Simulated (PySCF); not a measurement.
C₂H₆ClFSi₂, SMILES Cl[Si@H](C(F)=C)[SiH3]. Atoms are numbered in the order given.

```xyz
12

C      2.2250     0.7999     0.8108
C      1.5173     0.2658    -0.1805
F      1.9513     0.3485    -1.4551
Si    -0.1410    -0.6235    -0.0732
Si    -1.7276     0.5049    -1.3726
Cl    -0.7489    -0.5946     1.9135
H      1.8557     0.7262     1.8348
H      3.1724     1.3107     0.6177
H      0.0289    -2.0441    -0.4935
H     -3.0609    -0.1518    -1.2250
H     -1.8063     1.9188    -0.8989
H     -1.3135     0.4781    -2.8079
```

Geometry optimised at PBE0-D3(BJ)/def2-SVP. The structure was generated by enumeration; whether it is a known compound was not checked. The values are those of a single conformer.

Computed with B3LYP/pcSseg-1 run with PySCF.

GIAO shieldings, no solvent; atoms listed in one row are averaged. δ = σ(ref) − σ: ¹³C against TMS (σ = 181.3 ppm); ¹⁹F against CFCl3 (σ = 161.7 ppm); ²⁹Si against TMS (σ = 338.7 ppm); ³⁵Cl against HCl (σ = 933.3 ppm); ¹H against TMS (σ = 31.68 ppm), references at their B3LYP-D3(BJ)/def2-TZVP geometries, non-relativistic (without spin–orbit terms, shifts of atoms bonded to Cl or Br come out too high).

Computed chemical shifts:
```
nucleus          atoms  count  δ (ppm)
-------  -------------  -----  -------
¹³C                 C2      1    180.3
¹³C                 C1      1    117.8
¹⁹F                 F3      1   -115.1
²⁹Si               Si4      1    -11.2
²⁹Si               Si5      1    -99.7
³⁵Cl               Cl6      1    -54.9
¹H                  H8      1     6.04
¹H                  H7      1     5.81
¹H                  H9      1     5.66
¹H       H10, H11, H12      3     3.84
```
